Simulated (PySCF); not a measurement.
CH4AlClFN, SMILES [Al]([F])([NH]C)[Cl].

Geometry optimised at PBE0-D3(BJ)/def2-SVP. The structure was generated by enumeration; whether it is a known compound was not checked. The values are those of a single conformer.

Two levels are set side by side: PBE/def2-TZVP (PySCF) and B3LYP/def2-TZVP (PySCF). Same geometry, gas phase. Differences are taken from unrounded values.

```json
[
 {"quantity": "orbital gap (eV)", "B3LYP": "6.12"},
 {"quantity": "highest occupied level (eV)", "B3LYP": "-7.04"},
 {"quantity": "lowest empty level (eV)", "B3LYP": "-0.92"},
 {"quantity": "dipole moment (D)", "B3LYP": "2.48"},
 {"quantity": "mean polarisability (bohr³)", "B3LYP": "53.9"}
]
```

### Question
What does PBE give, and how far is it from B3LYP? (Estimate from the structure and the level; the computed values follow.)

### Answer

```tsv
quantity	PBE	PBE minus B3LYP
orbital gap (eV)	4.44	-1.69
highest occupied level (eV)	-5.92	1.13
lowest empty level (eV)	-1.48	-0.56
dipole moment (D)	2.48	0.00
mean polarisability (bohr³)	56.5	2.6
```

PBE's occupied levels lie high since its potential decays too fast outside the molecule; exact exchange lowers them and widens the gap. Loosely held outer electrons make PBE densities more polarisable. Differences between two approximate levels are no errors against the true value.

Rough cost on one machine, each run with all the roots and properties that it gave: B3LYP against PBE within a factor of 2.
